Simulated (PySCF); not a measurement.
Cl₄Te. Atoms are numbered in the order given.

```xyz
5

Te     0.0000     0.0000     0.4224
Cl     1.8178     0.0000    -1.0954
Cl     0.0000     2.4721     0.4494
Cl    -1.8178     0.0000    -1.0954
Cl     0.0000    -2.4721     0.4494
```
Charge 0, spin multiplicity 1.

Geometry: B3LYP-D3(BJ)/def2-SVP. The isomer is the one that the SMILES or the coordinates give; other isomers of the formula were not compared. The def2 effective core potentials stand for the cores of Te; spin–orbit coupling is left out.

All values below come from PySCF with TDA-PBE/def2-SVPD.

Vertical excitations. Gas-phase values at a fixed geometry. State labels are in the subgroup C2v.

```tsv
state	symmetry	energy (eV)	λ (nm)	f	main pairs
S1	A1	2.98	417	0.005	HOMO→LUMO 96 %
S2	A2	3.04	408	0.000	HOMO−1→LUMO 92 %
S3	B1	3.09	402	0.005	HOMO→LUMO+1 88 %
S4	B2	3.12	397	0.000	HOMO−2→LUMO 52 %, HOMO−1→LUMO+1 48 %
S5	A2	3.21	386	0.000	HOMO−2→LUMO+1 92 %
S6	B1	3.28	378	0.001	HOMO−3→LUMO 92 %
S7	A1	3.46	359	0.002	HOMO−3→LUMO+1 58 %, HOMO−4→LUMO 40 %
S8	B2	3.48	356	0.038	HOMO−1→LUMO+1 48 %, HOMO−2→LUMO 44 %
S9	B1	3.66	338	0.001	HOMO−4→LUMO+1 96 %
S10	A1	4.11	301	0.010	HOMO−4→LUMO 46 %, HOMO−3→LUMO+1 29 %, HOMO−5→LUMO+1 10 %
T1	A1	2.66	467	0	HOMO→LUMO 100 %
T2	B1	2.71	457	0	HOMO→LUMO+1 99 %
T3	A2	2.90	427	0	HOMO−1→LUMO 92 %
T4	B2	2.92	425	0	HOMO−2→LUMO 67 %, HOMO−1→LUMO+1 33 %
```
Triplets are in the Tamm–Dancoff approximation.
